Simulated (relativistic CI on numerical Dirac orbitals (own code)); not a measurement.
# I25+: q coefficients and field-shift factors

These numbers are calculated, not measured: Dirac-Coulomb-Breit CI, separate exchange-only KLI orbitals for each configuration, derivatives by finite differences, unscaled Slater integrals, QED left out (own radial code, finite nucleus).

Configurations in the expansion (outside the closed core [Ne] 3s2): 3p⁶3d¹⁰, 3p⁶3d⁹4s, 3p⁶3d⁹4p, 3p⁶3d⁹4d, 3p⁶3d⁹4f, 3p⁵3d¹⁰4s, 3p⁶3d⁸4s², 3p⁵3d¹⁰4p. Levels of other configurations are missing.

With x = (α/α₀)² − 1 an excitation energy changes as ω = ω₀ + qx; K = 2q/ω₀ is the relative enhancement. Terms are leading LS components, so labels can repeat. The field-shift factor is F = δν/δ⟨r²⟩ for the transition from the lowest level.

Lowest level 3p⁶3d¹⁰ ¹S0.

| Level | ω₀ (cm⁻¹) | q (cm⁻¹) | F (GHz/fm²) |
| --- | --- | --- | --- |
| 3p⁶3d⁹4s ³D3 | 4448508 | -287800 | 222 |
| 3p⁶3d⁹4s ¹D2 | 4457289 | -286600 | 222 |
| 3p⁶3d⁹4s ³D1 | 4546674 | -189900 | 223 |
| 3p⁶3d⁹4s ³D2 | 4553355 | -190300 | 223 |
| 3p⁶3d⁹4p ³P°2 | 4860468 | -252700 | 25.9 |
| 3p⁶3d⁹4p ³F°3 | 4869481 | -255700 | 25.6 |
| 3p⁶3d⁹4p ³F°2 | 4961442 | -157000 | 26.4 |
| 3p⁶3d⁹4p ³P°1 | 4972574 | -148200 | 26 |
| 3p⁶3d⁹4p ³F°4 | 4997679 | -105400 | 20.9 |
| 3p⁶3d⁹4p ¹D°2 | 5009170 | -109400 | 21.4 |
| 3p⁶3d⁹4p ¹P°1 | 5013919 | -109600 | 22.1 |
| 3p⁶3d⁹4p ³D°3 | 5021558 | -105100 | 20.9 |
| 3p⁶3d⁹4p ³P°0 | 5077466 | -6665 | 22.3 |

At this charge energies of transitions that change n are usually good to better than 1 %, and those within a shell (Δn = 0) to a few per cent.

(1) Which transition from the lowest level has the largest |K|?

## Answers

(1) 3p⁶3d⁹4s ³D3 at 4448508 cm⁻¹, K = -0.129.
